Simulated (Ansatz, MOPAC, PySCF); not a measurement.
Dimer: C2H6 (SMILES CC) (first 8 atoms) with C2H6O (SMILES COC); geometry from B3LYP-D3(BJ)/def2-TZVP, rigid monomers moved along the line of their centres of mass till H5···O10 is 2.96 Å.
(charge 0, multiplicity 1):
```xyz
17

C     -0.32389     0.76153     0.02995
C      0.17250    -0.68026    -0.03513
H     -1.38509     0.82557    -0.22078
H      0.21785     1.39717    -0.67362
H     -0.18876     1.17462     1.03010
H     -0.37524    -1.31987     0.66024
H      1.23129    -0.74610     0.22391
H      0.05063    -1.10329    -1.03455
C      1.18953    -0.33843     4.08622
O      0.11454     0.55661     3.90587
C     -1.13974    -0.05936     4.09334
H      1.13708    -1.17472     3.37763
H      1.20415    -0.74541     5.10596
H      2.10927     0.21790     3.91192
H     -1.29249    -0.88208     3.38280
H     -1.90364     0.69867     3.92775
H     -1.24242    -0.45638     5.11187
```

```json
[
 {"level": "PM3", "interaction energy (kcal/mol)": "-0.34", "cost": "-"},
 {"level": "PM6", "interaction energy (kcal/mol)": "-0.23", "cost": "-"},
 {"level": "PM7", "interaction energy (kcal/mol)": "-1.18", "cost": "-"},
 {"level": "HF/STO-3G (no counterpoise)", "interaction energy (kcal/mol)": "-0.03", "cost": "-"},
 {"level": "HF/aug-cc-pVDZ", "interaction energy (kcal/mol)": "0.13", "cost": "-"},
 {"level": "PBE/def2-TZVPPD", "interaction energy (kcal/mol)": "-0.56", "cost": "×1"},
 {"level": "PBE-D3(BJ)/def2-TZVPPD", "interaction energy (kcal/mol)": "-1.62", "cost": "×1"},
 {"level": "PBE-D4/def2-TZVPPD", "interaction energy (kcal/mol)": "-1.61", "cost": "×1"},
 {"level": "r2SCAN/def2-TZVPPD", "interaction energy (kcal/mol)": "-0.67", "cost": "×2"},
 {"level": "r2SCAN-D4/def2-TZVPPD", "interaction energy (kcal/mol)": "-1.21", "cost": "×2"},
 {"level": "B3LYP/6-31G* (no counterpoise)", "interaction energy (kcal/mol)": "-0.79", "cost": "-"},
 {"level": "PBE0-D3(BJ)/def2-TZVPPD", "interaction energy (kcal/mol)": "-1.51", "cost": "×2"},
 {"level": "M06-2X/6-31G* (no counterpoise)", "interaction energy (kcal/mol)": "-1.66", "cost": "-"},
 {"level": "SCS-MP2/aug-cc-pVDZ", "interaction energy (kcal/mol)": "-0.88", "cost": "-"}
]
```

The rows run from -1.66 (M06-2X/6-31G* (no counterpoise)) to 0.13 kcal/mol (HF/aug-cc-pVDZ). The dispersion term adds -1.06 in PBE-D3(BJ), -1.05 in PBE-D4, -0.54 in r2SCAN-D4.

Interaction energies are E(AB) − E(A) − E(B) at the monomers' geometry in the complex; basis-set methods are counterpoise corrected. Rows marked so take none.

Frozen-core correlation. Rows in 6-31G*, STO-3G carry no dispersion term and start afresh at each structure (6-31G* with six Cartesian d functions). The state that PM3, PM6, PM7 reach isn't checked; PM7 holds dispersion and hydrogen-bond terms.

Programs: Ansatz (a first-principles code); MOPAC for PM3, PM6, PM7 (differences of heats of formation); PySCF for 6-31G* rows, STO-3G rows, the dispersion terms. 

Costs are rough ratios of core time to PBE/def2-TZVPPD (about 20 s over the structures, on one shared machine); a dash marks a level with no comparable run of its own.
